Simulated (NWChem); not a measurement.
# CH₄Zn; SMILES [CH3][ZnH]

```xyz
6

Zn    -0.0023    -0.3947     0.0000
H     -0.0047    -1.9458    -0.0001
C     -0.0001     1.5503     0.0000
H      0.9636     1.9542     0.3744
H     -0.8059     1.9552     0.6472
H     -0.1574     1.9548    -1.0217
```
Atoms are numbered in this order, from 1.

Level: PBE-D3(BJ)/def2-SVP (NWChem), optimised geometry, unscaled harmonic frequencies. 

```csv
frequency (cm⁻¹),IR intensity (km/mol)
414,34.6
414,34.6
552,14.2
684,73.8
684,73.8
1155,1.3
1379,1.5
1379,1.5
1804,214.3
2970,8.4
3068,7.9
3069,7.9
```

```json
{
  "zero_point_energy": "25.1 kcal/mol",
  "thermal correction to the enthalpy at 298.15 K (with zero-point energy)": "28.1 kcal/mol",
  "heat capacity Cv": "12.2 cal/(mol K)",
  "entropy at 298.15 K and 1 atm (symmetry number 3)": "60.7 cal/(mol K)",
  "dipole_moment": "0.41 D"
}
```

Rigid rotor and harmonic oscillator.
